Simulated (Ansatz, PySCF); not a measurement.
Dimer: HF (SMILES F) (first 2 atoms) with C2H4 (SMILES C=C); geometry from B3LYP-D3(BJ)/def2-TZVP.
(charge 0, multiplicity 1):
```json
[
 {"atom": "F", "x (Å)": "-0.0440", "y (Å)": "0.3998", "z (Å)": "-0.2698"},
 {"atom": "H", "x (Å)": "-0.0182", "y (Å)": "0.2834", "z (Å)": "0.6584"},
 {"atom": "C", "x (Å)": "0.4068", "y (Å)": "-0.5300", "z (Å)": "2.6881"},
 {"atom": "C", "x (Å)": "-0.3264", "y (Å)": "0.5668", "z (Å)": "2.8459"},
 {"atom": "H", "x (Å)": "-0.0477", "y (Å)": "-1.5076", "z (Å)": "2.5825"},
 {"atom": "H", "x (Å)": "1.4893", "y (Å)": "-0.4925", "z (Å)": "2.6679"},
 {"atom": "H", "x (Å)": "0.1284", "y (Å)": "1.5433", "z (Å)": "2.9608"},
 {"atom": "H", "x (Å)": "-1.4086", "y (Å)": "0.5282", "z (Å)": "2.8754"}
]
```

Basis-set superposition error: the interaction energy with monomers in their own basis, and in the dimer's basis (counterpoise).

Run with Ansatz (an electronic-structure program) with Gaussian orbitals; PySCF for 6-31G* rows. Each number belongs to the level named beside it.

```csv
level,uncorrected (kJ/mol),counterpoise (kJ/mol),difference
HF/aug-cc-pVQZ,-12.1,-11.9,0.2
SVWN5/def2-TZVPPD,-34.2,-33.7,0.4
PBE/def2-TZVPPD,-21.8,-21.4,0.3
B3LYP/6-31G*,-22.9,-16.9,5.9
PBE0/def2-TZVPPD,-21.6,-21.3,0.3
wB97X-V/def2-TZVPPD,-21.7,-21.5,0.3
B2PLYP/def2-TZVPPD,-19.2,-18.3,0.9
MP2/aug-cc-pVDZ,-22.1,-16.9,5.2
SCS-MP2/aug-cc-pVDZ,-19.6,-14.3,5.3
CCSD/aug-cc-pVTZ,-19.5,-17.1,2.4
```

The error is largest for B3LYP/6-31G* (5.9 kJ/mol) and smallest for HF/aug-cc-pVQZ (0.2 kJ/mol).
